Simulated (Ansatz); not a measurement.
Frontier orbitals of `FC(F)(F)C1=CC(C(F)(F)F)=[O+][Ga-]([F])([F])[O]1`.

| atom | x (Å) | y (Å) | z (Å) |
| --- | --- | --- | --- |
| F1 | 0.2808 | 3.0134 | 1.0047 |
| C2 | 0.4854 | 2.6218 | -0.2498 |
| F3 | -0.3550 | 3.2811 | -1.0381 |
| F4 | 1.7289 | 2.9374 | -0.5910 |
| C5 | 0.2725 | 1.1086 | -0.4195 |
| C6 | -0.0902 | 0.3430 | 0.6805 |
| C7 | -0.2937 | -1.0268 | 0.5819 |
| C8 | -0.6923 | -1.8236 | 1.8349 |
| F9 | -1.8636 | -2.4149 | 1.6327 |
| F10 | -0.7944 | -1.0430 | 2.9070 |
| F11 | 0.2210 | -2.7556 | 2.0792 |
| O12 | -0.1915 | -1.7495 | -0.4462 |
| Ga13 | 0.2842 | -1.0932 | -2.1706 |
| F14 | -1.0834 | -1.2284 | -3.2314 |
| F15 | 1.8464 | -1.7119 | -2.6072 |
| O16 | 0.4618 | 0.7170 | -1.6030 |
| H17 | -0.2171 | 0.8247 | 1.6359 |

Total charge 0; spin multiplicity 1. Correlated methods include outer-core shells of Ga, which these sets cover unevenly. Scalar relativity is left out up to krypton. All single points use the PBE0-D4/def2-TZVP geometry. Basis def2-TZVPP, Ansatz.

Orbital energies of one run (eV). Highest occupied ones, from the top: -11.37, -12.50, -13.51, -13.63, -13.74, -14.08, -14.31, -14.72, -15.30, -15.32, -15.38, -15.40, -15.53, -15.81. Empty: -1.77, 1.46, 2.27, 3.22, 3.31, 3.94.

Which functional gave them?
A. ωB97X-V
B. r2SCAN0
C. LDA (SPW92)
D. PBE

A. HOMO energies: ωB97X-V -11.37, r2SCAN0 -9.40, LDA (SPW92) -8.26, PBE -7.96 eV.
